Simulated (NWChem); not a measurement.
System: SiHCl2F; SMILES F[SiH](Cl)Cl

Computed with NWChem. Each level has its own optimisation; frequencies are unscaled.

```
level                r F–Si (Å)  r Cl–Si (Å)  r H–Si (Å)  highest harmonic frequency (cm⁻¹)  lowest (cm⁻¹)  zero-point energy (kcal/mol)  dipole (D)
-------------------  ----------  -----------  ----------  ---------------------------------  -------------  ----------------------------  ----------
Hartree-Fock/STO-3G       1.598   (withheld)  (withheld)                         (withheld)     (withheld)                    (withheld)  (withheld)
PBE/def2-SVP              1.625        2.054       1.487                               2255            172                           9.4        1.08
PBE0/def2-SVP             1.608        2.038       1.473                               2342            179                           9.7        1.20
```

Q: What belongs in the gaps?

A: 
- Hartree-Fock/STO-3G, r Cl–Si (Å): 2.075
- Hartree-Fock/STO-3G, r H–Si (Å): 1.424
- Hartree-Fock/STO-3G, highest harmonic frequency (cm⁻¹): 2888
- Hartree-Fock/STO-3G, lowest (cm⁻¹): 193
- Hartree-Fock/STO-3G, zero-point energy (kcal/mol): 11.3
- Hartree-Fock/STO-3G, dipole (D): 2.75
